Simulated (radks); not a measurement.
Question: Mn XVIII, 8 electrons, occupied as [He] 2s2 2p4. Method: scalar-relativistic Kohn-Sham, exchange-only B88, spin-polarised, spherical densities, finite nucleus; open shells are filled with parallel spins first; Fermi nuclear charge, rms radius 3.7057 fm; computed with a radial shooting solver on a logarithmic mesh with Libxc functionals. Some entries of the table are withheld. Estimate them.

orbital  occ.  eigenvalue (Ry)  <r^2> (bohr^2)
1s up       1        -527.3573        0.004966
1s down     1        -526.6962        0.004954
2s up       1        -101.6227         0.08326
2s down     1        -100.4845         0.08406
2p up       3              (1)         0.06533
2p down     1              (2)         0.06621
3s up       0        -39.74036          0.4844
3s down     0        -39.47412          0.4897
3p up       0        -37.58880             (3)
3p down     0        -37.28842             (4)
3d up       0        -34.91304          0.3635
3d down     0        -34.55965          0.3714

Answer: 
(1) 2p up eigenvalue (Ry): -94.68384
(2) 2p down eigenvalue (Ry): -93.32430
(3) 3p up <r^2> (bohr^2): 0.4621
(4) 3p down <r^2> (bohr^2): 0.4686
